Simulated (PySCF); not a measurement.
**Polarisability and C₆ of C⁺ (carbon, charge +1)**

[He] 2s2 2p1, 2P determinant. Calculation: PySCF 2.14, in aug-cc-pV5Z (7s6p5d4f3g2h, 127 functions); no relativity, point nucleus. Coupled (time-dependent) response in atomic units; α is the mean over directions.

```
method  mean α (bohr³)         α xx, yy, zz  C₆ (like pair)  S(−4)
   UHF           6.313  6.389, 6.159, 6.389           14.98  40.72
   PBE           6.095  6.133, 6.020, 6.133           14.65  28.49
  PBE0           6.078  6.133, 5.967, 6.133           14.56  28.94
 TPSSh           6.120  6.181, 5.998, 6.181           14.87  29.75
```

S(−4) is the Cauchy moment in α(ω) = α(0) + S(−4) ω² + …

α(iu) at UHF:

| u (hartree) | α(iu) (bohr³) |
| --- | --- |
| 0 | 6.313 |
| 0.0500 | 6.215 |
| 0.100 | 5.962 |
| 0.200 | 5.233 |
| 0.300 | 4.443 |
| 0.500 | 3.127 |
| 0.750 | 2.082 |
| 1.00 | 1.465 |
| 1.50 | 0.8292 |
| 2.00 | 0.5318 |
| 3.00 | 0.2731 |
| 5.00 | 0.1136 |

A single London oscillator, α(iu) = α/(1 + u²/ω²), gives C₆ = (3/4) ω α². Matching the computed C₆ needs ω = 4 × 14.98 / (3 × 6.313²) = 0.501 hartree.

For an ion, C₆ is the dispersion term alone; charge-induced terms of lower order in 1/R come first.

The components differ because the open shell of this determinant is not spherical; for a pure term their mean is the scalar polarisability.
